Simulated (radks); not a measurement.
Results of a calculation; reference values are marked as such.
Problem. S10+, 6 electrons, occupied as [He] 2s2 2p2. Level of theory: Dirac Kohn-Sham, PBEsol, spin-unpolarised, spherical densities, finite nucleus; open shells fill j = l - 1/2 first; Fermi nuclear charge, rms radius 3.2611 fm (a radial shooting solver on a logarithmic mesh with Libxc functionals). Some entries of the table are withheld. Estimate them.

orbital,occ.,eigenvalue (hartree),<r> (bohr),<1/r> (bohr^-1)
1s1/2,2,(1),(2),15.69
2s1/2,2,(3),0.4311,(4)
2p1/2,2,(5),0.3784,3.365
2p3/2,0,(6),0.3801,3.344
3s1/2,0,-7.19539,1.066,1.369
3p1/2,0,(7),1.042,1.336
3p3/2,0,(8),1.044,1.331

Solution. 
(1) 1s1/2 eigenvalue (hartree): -102.5889
(2) 1s1/2 <r> (bohr): 0.09656
(3) 2s1/2 eigenvalue (hartree): -18.87545
(4) 2s1/2 <1/r> (bohr^-1): 3.432
(5) 2p1/2 eigenvalue (hartree): -17.35303
(6) 2p3/2 eigenvalue (hartree): -17.28969
(7) 3p1/2 eigenvalue (hartree): -6.74048
(8) 3p3/2 eigenvalue (hartree): -6.72533
